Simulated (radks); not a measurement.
Values are calculated unless marked as measured or tabulated.
Q: The mean radii <r> (bohr) of the occupied orbitals of an atom or ion are listed with their occupations. Code: a radial shooting solver on a logarithmic mesh with Libxc functionals. Model: non-relativistic Kohn-Sham, exchange-only B88, spin-polarised, spherical densities, point nucleus.

orbital  occ.      <r>
1s          2  0.02165
2s          2  0.09172
2p          6  0.07766
3s          2   0.2343
3p          6   0.2242
3d         10   0.1974
4s          2   0.5270
4p          6   0.5371
4d         10   0.5627
5s          2    1.324
5p          6    1.512
4f         14   0.7486
6s          2    4.337

Name the element and its charge. Open shells, if any, are filled with parallel spins first.

A: Z = 70, ytterbium, charge 0: Yb in [Xe] 4f14 6s2. The 1s radius gives Z: for a bare nucleus <r> = 1.5/Z, 0.02143 bohr for Z = 70, and screening makes it slightly larger (0.02165 here). The occupations add up to 70, and the charge is Z minus that.
